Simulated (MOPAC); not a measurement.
A run for MOPAC: PM6 on GeH4Si (SMILES [SiH3][GeH]), a point of a bond scan (R = 1.786 Å).

```
PM6 1SCF PRECISE CHARGE=0 THREADS=1
GeH4Si

Ge     0.02685858 1     0.67888508 1     0.55005831 1
H     -0.44427669 1     1.55316857 1    -0.70383312 1
Si    -0.02124929 1    -1.29644312 1    -0.93386225 1
H      1.09423289 1    -1.04594337 1    -2.30661625 1
H     -1.39240712 1    -1.47710314 1    -1.48487088 1
H      0.36638007 1    -2.56249089 1    -0.26126659 1
```

Output:

```
*******************************************************************************
 **                                                                           **
 **                              MOPAC v23.2.5                                **
 **                                                                           **
 *******************************************************************************
 ** MOPAC's Digital Object Identifier: https://doi.org/10.5281/zenodo.6511958 **
 **                                                                           **
 ** Please cite the open-source release paper for use of this MOPAC version:  **
 ** J. E. Moussa and J. J. P. Stewart (2026)                                  **
 ** MOPAC: An open-source semiempirical molecular orbital program             **
 ** J. Open Source Softw., 11(119), 8025, https://doi.org/10.21105/joss.08025 **
 *******************************************************************************

                              PM6 CALCULATION RESULTS

 *******************************************************************************
 *  PM6        - The PM6 Hamiltonian to be used
 *
 *
 *
 *                 CHARGE ON SYSTEM = 0
 *
 *
 *
 *  PRECISE    - TIGHTER CRITERIA TO BE USED
 *  1SCF       - DO 1 SCF AND THEN STOP
 *  THREADS=1  - MULTI-THREADING NOT USED
 *  T=         - A TIME OF 172800.0 SECONDS REQUESTED
 *  DUMP=N     - RESTART FILE WRITTEN EVERY 7200.0 SECONDS REQUESTED
 *******************************************************************************
PM6 1SCF PRECISE CHARGE=0 THREADS=1
 GeH4Si

   ATOM   CHEMICAL          X               Y               Z
  NUMBER   SYMBOL      (ANGSTROMS)     (ANGSTROMS)     (ANGSTROMS)

     1      Ge          0.02685858  *   0.67888508  *   0.55005831  *
     2       H         -0.44427669  *   1.55316857  *  -0.70383312  *
     3      Si         -0.02124929  *  -1.29644312  *  -0.93386225  *
     4       H          1.09423289  *  -1.04594337  *  -2.30661625  *
     5       H         -1.39240712  *  -1.47710314  *  -1.48487088  *
     6       H          0.36638007  *  -2.56249089  *  -0.26126659  *



          CARTESIAN COORDINATES

    NO.       ATOM           X           Y           Z

     1        Ge          0.0269      0.6789      0.5501
     2         H         -0.4443      1.5532     -0.7038
     3        Si         -0.0212     -1.2964     -0.9339
     4         H          1.0942     -1.0459     -2.3066
     5         H         -1.3924     -1.4771     -1.4849
     6         H          0.3664     -2.5625     -0.2613

 General Reference for PM6:
 "Optimization of Parameters for Semiempirical Methods V: Modification of NDDO Approximations
 and Application to 70 Elements", J. J. P. Stewart, J. Mol. Mod., 13, 1173-1213 (2007)
 URL: https://link.springer.com/article/10.1007/s00894-007-0233-4

           Empirical Formula: H4 Ge Si  =     6 atoms



      MOLECULAR POINT GROUP   :   C1


      RHF CALCULATION, NO. OF DOUBLY OCCUPIED LEVELS = 6


 -------------------------------------------------------------------------------
 PM6 1SCF PRECISE CHARGE=0 THREADS=1
 GeH4Si



     1SCF WAS SPECIFIED, SO BFGS WAS NOT USED
     SCF FIELD WAS ACHIEVED


                              PM6 CALCULATION
                                                       MOPAC v23.2.5 Linux




          FINAL HEAT OF FORMATION =        300.64980 KCAL/MOL =    1257.91877 KJ/MOL


          COSMO AREA              =        118.28 SQUARE ANGSTROMS
          COSMO VOLUME            =        110.56 CUBIC ANGSTROMS

          IONIZATION POTENTIAL    =          7.844519 EV
          HOMO LUMO ENERGIES (EV) =         -7.845 -2.398
          NO. OF FILLED LEVELS    =          6
          MOLECULAR WEIGHT        =        104.7071         POINT GROUP:  C1

          MOLECULAR DIMENSIONS (Angstroms)

            Atom       Atom       Distance
            H     6    H     2     4.21802
           Ge     1    H     4     3.12281
           Ge     1    H     5     2.26806


          SCF CALCULATIONS        =          1





   ATOM   CHEMICAL          X               Y               Z
  NUMBER   SYMBOL      (ANGSTROMS)     (ANGSTROMS)     (ANGSTROMS)

     1      Ge          0.02685858  *   0.67888508  *   0.55005831  *
     2       H         -0.44427669  *   1.55316857  *  -0.70383312  *
     3      Si         -0.02124929  *  -1.29644312  *  -0.93386225  *
     4       H          1.09423289  *  -1.04594337  *  -2.30661625  *
     5       H         -1.39240712  *  -1.47710314  *  -1.48487088  *
     6       H          0.36638007  *  -2.56249089  *  -0.26126659  *

                             CARTESIAN COORDINATES

   1   Ge        0.026858580     0.678885080     0.550058310
   2    H       -0.444276690     1.553168570    -0.703833120
   3   Si       -0.021249290    -1.296443120    -0.933862250
   4    H        1.094232890    -1.045943370    -2.306616250
   5    H       -1.392407120    -1.477103140    -1.484870880
   6    H        0.366380070    -2.562490890    -0.261266590


           Empirical Formula: H4 Ge Si  =     6 atoms



      MOLECULAR POINT GROUP   :   C1


                  EIGENVALUES
 -19.01458 -16.04679 -12.07835 -11.33494  -9.90326  -7.84452  -2.39817  -0.33715
   0.60062   0.69500   1.24481   1.67884   1.71858   2.50816   2.99183   3.92375
   4.37838


              NET ATOMIC CHARGES AND DIPOLE CONTRIBUTIONS

  ATOM NO.   TYPE          CHARGE      No. of ELECS.   s-Pop       p-Pop       d-Pop
    1         Ge          -0.008328        4.0083     1.65914     2.34919
    2          H           0.026364        0.9736     0.97364
    3         Si          -0.037453        4.0375     1.33795     2.34272     0.35678
    4          H           0.021306        0.9787     0.97869
    5          H          -0.003035        1.0030     1.00303
    6          H           0.001144        0.9989     0.99886
 DIPOLE           X         Y         Z       TOTAL
 POINT-CHG.     0.081     0.303    -0.159     0.352
 HYBRID        -0.545    -0.528    -2.067     2.202
 SUM           -0.464    -0.225    -2.226     2.285


          ATOMIC ORBITAL ELECTRON POPULATIONS

     Atom    s        px        py        pz      x^2-y^2     xz        z^2       yz        xy
    1 Ge   1.65914   0.11199   0.99801   1.23919
    2  H   0.97364
    3 Si   1.33795   0.78451   0.77421   0.78400   0.12231   0.09175   0.02900   0.08926   0.02446
    4  H   0.97869
    5  H   1.00303
    6  H   0.99886

 **********************
 *                    *
 * JOB ENDED NORMALLY *
 *                    *
 **********************




 == MOPAC DONE ==
```

The run finished.

Cost: about 0.03 core-seconds (a rough figure).
